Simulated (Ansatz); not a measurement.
**One arrangement of a pair**

The pair of HF (SMILES F, atoms 1–2) and GeH₄ (SMILES [GeH4], atoms 3–7), both closed shells, in one local arrangement (a lower one may exist), relaxed at PBE0-D4/def2-TZVP:

F1  (-0.146, -0.772, -2.525)
H2  (-0.378, -0.163, -1.869)
Ge3  (0.117, 0.174, 0.895)
H4  (-0.441, -1.225, 1.167)
H5  (-0.174, 1.113, 2.070)
H6  (-0.599, 0.758, -0.346)
H7  (1.620, 0.115, 0.608)
(Å)

Program: Ansatz 0.2.0. Basis: def2-TZVPPD, with def2-QZVPPD for the basis limit. Cores are frozen in the correlated methods. Filled d shells of the heavier atoms are correlated. The def2 sets are not built for correlating such inner shells, so the correlated values are less sure here. B3LYP uses VWN-RPA correlation. Extrapolation: Hartree–Fock as exp(−7.88 √X), correlation as X^−2.97. Interaction energies count from these two fragments, frozen as in the pair, with the counterpoise correction; negative means bound.

**Question.** What is the interaction energy by CCSD(T) at an estimated basis limit (MP2 extrapolated from triple and quadruple zeta, plus CCSD(T) − MP2 in triple zeta)? (An estimate is asked for; the value comes from the calculation.)

**Answer.** The calculation gives: -5.6 kJ/mol. Hartree–Fock alone gives 0.9 kJ/mol at the basis limit, so without correlation the pair would not bind at this distance. It counts from the two fragments frozen as in the pair.

The same quantity by other methods in triple zeta, and each one's difference from that estimate:
```csv
method,E_int (kJ/mol),difference
PBE-D4,-8.9,-3.4
revPBE-D4,-5.9,-0.3
BLYP-D4,-6.8,-1.3
r2SCAN-D4,-7.4,-1.9
B97M-V,-7.1,-1.5
PBE0-D4,-7.5,-1.9
B3LYP-D4,-6.9,-1.3
HSE06-D4,-7.5,-2.0
wB97X-V,-6.3,-0.7
wB97M-V,-6.2,-0.6
B2PLYP,-4.6,1.0
HF,1.1,6.6
MP2,-4.4,1.1
CCSD,-3.6,1.9
CCSD(T),-4.6,0.9
```
Differences are method less estimate.

**Question.** Which atoms make the shortest contact between the fragments?

**Answer.** H2 and H6, 1.79 Å apart.

Basis-set superposition shift (counterpoise-corrected less uncorrected): CCSD(T) 2.3; MP2 2.4; HF 0.3; PBE0-D4 0.3; wB97M-V 0.3 kJ/mol.

The T1 diagnostic stays at or below 0.012.

For scale, one of the runs: CCSD(T)/def2-TZVPPD, 179 basis functions, launched by `ansatz run in.yaml --threads 2 --pin off --events-out ev --progress --plain --max-ram 5222MiB`. Time: 50 s of wall clock on 2 CPU threads of an Arm Neoverse V1; the host was shared. Peak host memory: 1.7 GiB.
